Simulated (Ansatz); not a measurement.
C3H4 (SMILES C1=CC1) at its CCSD(T)/cc-pVTZ minimum, average atomic masses, point group C2v.
(charge 0, multiplicity 1):
```xyz
7

C     -0.458     0.664     0.062
C     -0.503    -0.632    -0.040
C      0.885    -0.029    -0.020
H     -0.964     1.609     0.147
H     -1.074    -1.541    -0.101
H      1.493    -0.121     0.877
H      1.456     0.024    -0.944
```

Frozen-core correlation.

The values were computed with Ansatz (Gaussian orbitals). Values without a source in brackets are computed.

Harmonic frequencies (cm⁻¹): 576 791 825 927 1020 1042 1074 1109 1158 1525 1682 3072 3143 3264 3310.

Problem. Work out the rotational constants, the zero-point energy, and the ideal-gas entropy and heat capacity at 298.15 K and 1 bar (rigid rotor, harmonic oscillator).

Solution. 
Principal moments 16.884, 23.163, 36.682 u Å² give 16.8576/I = 0.9985, 0.7278, 0.4596 cm⁻¹. Zero point: Σω/2 = 12259 cm⁻¹ = 35.05 kcal/mol. Translation R(1.5 ln M + 2.5 ln T − 1.1517) with M = 40.065 u: 154.88 J/(mol K). Rotation with σ = 2: q = 4574.8, S = R(ln q + 3/2) = 82.55. Vibration, summed over R(u/(eᵘ − 1) − ln(1 − e⁻ᵘ)) with u = 1.43878ω/T: 5.78, of which the lowest mode gives 2.07. S° = 243.2 J/(mol K); C_p = 4R + 18.54 = 51.80 J/(mol K).

Ansatz is a first-principles code.
